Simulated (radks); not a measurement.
The numbers below are computed, except where a source is named.
Question: The mean radii <r> (bohr) of the occupied orbitals of an atom or ion are listed with their occupations. Level of theory: scalar-relativistic Kohn-Sham, LDA (Slater exchange, Perdew-Wang correlation), spin-polarised, spherical densities, finite nucleus; Fermi nuclear charge, rms radius of each element as measured or else 0.836 A^(1/3) + 0.57 fm (a radial shooting solver on a logarithmic mesh with Libxc functionals).

| orbital | occ. | <r> |
|---|---|---|
| 1s up | 1 | 0.02234 |
| 1s down | 1 | 0.02234 |
| 2s up | 1 | 0.09519 |
| 2s down | 1 | 0.09519 |
| 2p up | 3 | 0.08393 |
| 2p down | 3 | 0.08393 |
| 3s up | 1 | 0.2500 |
| 3s down | 1 | 0.2498 |
| 3p up | 3 | 0.2484 |
| 3p down | 3 | 0.2482 |
| 3d up | 5 | 0.2262 |
| 3d down | 5 | 0.2260 |
| 4s up | 1 | 0.5647 |
| 4s down | 1 | 0.5647 |
| 4p up | 3 | 0.5969 |
| 4p down | 3 | 0.5972 |
| 4d up | 5 | 0.6474 |
| 4d down | 5 | 0.6485 |
| 5s up | 1 | 1.315 |
| 5s down | 1 | 1.327 |
| 5p up | 3 | 1.501 |
| 5p down | 3 | 1.516 |
| 4f up | 5 | 0.8190 |
| 6s up | 1 | 3.001 |

Name the element and its charge. Open shells, if any, are filled with parallel spins first.

Answer: Z = 63, europium, charge +3: Eu3+ in [Xe] 4f5 6s1. The 1s radius gives Z: for a bare nucleus <r> = (2 gamma + 1)/(2Z) with gamma = sqrt(1 - (Z/c)^2), 0.02203 bohr for Z = 63, and screening makes it slightly larger (0.02234 here). The occupations add up to 60, and the charge is Z minus that.
